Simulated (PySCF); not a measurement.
Species: C4H9P2Si (doublet state).
Z-matrix (Å and degrees, GFN2-xTB geometry), rows numbered from 1:
```
C 
C   1  1.3298
C   2  1.4422  1  123.50
C   3  1.3358  2  124.72  1   179.51
Si  4  1.8877  3  125.48  2     0.20
P   5  2.2214  4  116.41  3    53.92
P   5  2.2742  4  103.16  3   176.82
H   1  1.0762  2  121.97  3   179.87
H   1  1.0783  2  121.61  3    -0.29
H   2  1.0833  1  120.30  3  -179.80
H   3  1.0851  2  115.26  1    -0.51
H   4  1.0836  3  118.31  2   179.59
H   5  1.4717  4  111.53  3   -71.26
H   6  1.3931  5   94.15  4    31.99
H   7  1.3811  5   94.71  4   179.15
H   7  1.3839  5   96.20  4   -88.07
```

The hyperfine couplings belong to this conformer and change with its torsions.

Identity: `C=C/C=C\[Si@@H]([PH])P` [radical].

Computed with PySCF 2.14.0, UKS B3LYP, pcH-1 on C H P Si, non-relativistic, mean-field spin-orbit, GIAO. Isolated species at its GFN2-xTB geometry (one conformer only). The geometry wasn't refined by DFT: couplings that depend on bond lengths, twists or pyramidal angles can differ widely from those at the functional's own minimum, by a factor of two or more for some ions and for spin on atoms past the first row. Stability of the SCF solution: not tested.

Principal values of hyperfine tensors in MHz (contact, dipolar and spin–orbit terms together), for some of the nuclei:

| atom | isotope | A1 | A2 | A3 |
| --- | --- | --- | --- | --- |
| P6 | 31P | -199.58 | -177.01 | 700.44 |
| Si5 | 29Si | 31.02 | 34.40 | 36.29 |
| H14 | 1H | -50.58 | -31.09 | -19.81 |
| P7 | 31P | -65.48 | -62.42 | 55.25 |
| C2 | 13C | 3.73 | 4.06 | 7.68 |
| C4 | 13C | 3.32 | 3.61 | 6.29 |
| H10 | 1H | -1.33 | -0.05 | 11.56 |
| H11 | 1H | 2.63 | 2.84 | 4.60 |

(1) Split each tensor into its isotropic and traceless parts, and turn a_iso into mT with g = 2.0099.

(2) What spin density at the nucleus of P6 lies behind its contact coupling (g_N = 2.26320)?

(3) H13 (1H, g_N = 5.58569) isn't in the table. Its spin density at the nucleus is 0.00208 bohr⁻³. What is its contact coupling?

(4) Name the largest traceless tensor T of the table and describe it.

(5) What first-order splitting does Si5 cause when the field lies along A1, A2 or A3 of its tensor (g taken as isotropic, no quadrupole term)?

## Answers

(1) a_iso is a third of the trace, T = A − a_iso, and a(mT) = a(MHz)/(g × 13.996). The tensors hold a spin–orbit part: the run splits a_iso into a_FC + a_SO, and T includes its anisotropic share.

```
atom  a_iso (MHz)    a_FC   a_SO  a_iso (mT)       T1       T2      T3
  P6       107.95  108.28  -0.33       3.837  -307.53  -284.96  592.49
 Si5        33.91   33.99  -0.08       1.205    -2.88     0.50    2.39
 H14       -33.82  -34.03   0.21      -1.202   -16.76     2.74   14.02
  P7       -24.22  -23.75  -0.47      -0.861   -41.26   -38.20   79.47
  C2         5.15    5.15   0.00       0.183    -1.43    -1.10    2.53
  C4         4.41    4.41   0.00       0.157    -1.09    -0.79    1.88
 H10         3.39    3.40  -0.01       0.121    -4.72    -3.44    8.17
 H11         3.35    3.35   0.00       0.119    -0.73    -0.52    1.24
```

(2) a_FC = 800.24 MHz bohr³ × g_N × ρ(0)/(2S). With a_FC = 108.28 MHz and 2S = 1, ρ(0) = 0.05979 bohr⁻³.

(3) By the same relation, a_FC = 9.30 MHz. Its full tensor has the principal values 7.15, 7.78, 12.99 MHz.

(4) P6: -307.5, -285.0, 592.5 MHz (the dipolar term alone has -304.0, -288.3, 592.3), nearly axial, close to the ratio −1:−1:+2, the form that spin in one p orbital centred on that nucleus gives.

(5) 2 lines (I = 1/2), spaced by |A_i|/(g × 13.996): 1.10, 1.22, 1.29 mT along the axes of A1, A2 and A3.
